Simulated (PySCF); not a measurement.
**Ne³⁺ (neon, charge +3) across methods**

[He] 2s2 2p3, high-spin 4S determinant. Computed with PySCF 2.14 in aug-cc-pCVQZ-DK (9s8p6d4f2g, 109 functions), with the spin-free X2C one-electron Hamiltonian (Gaussian nucleus).

| method | E (hartree) | mean ε 2s α (eV) | mean ε 2s β (eV) | mean ε 2p α (eV) | Σ⟨r²⟩ (bohr²) | ⟨S²⟩ |
| --- | --- | --- | --- | --- | --- | --- |
| UHF | -124.24500 | -126.93 | -106.97 | -98.477 | 3.620 | 3.753 |
| PBE0 | -124.3718 | -111.67 | -100.68 | -87.609 | 3.639 | 3.751 |
| BHandHLYP | -124.4589 | -116.72 | -103.64 | -91.331 | 3.633 | 3.752 |
| BP86 | -124.4438 | -106.35 | -98.231 | -83.748 | 3.643 | 3.751 |
| wB97X-V | -124.4397 | -113.48 | -103.72 | -89.664 | 3.642 | 3.751 |
| LDA | -123.6905 | -105.71 | -97.707 | -83.734 | 3.665 | 3.751 |
| r2SCAN | -124.4323 | -109.22 | -98.224 | -85.287 | 3.629 | 3.752 |
| PBE | -124.3489 | -106.32 | -97.924 | -83.733 | 3.651 | 3.751 |
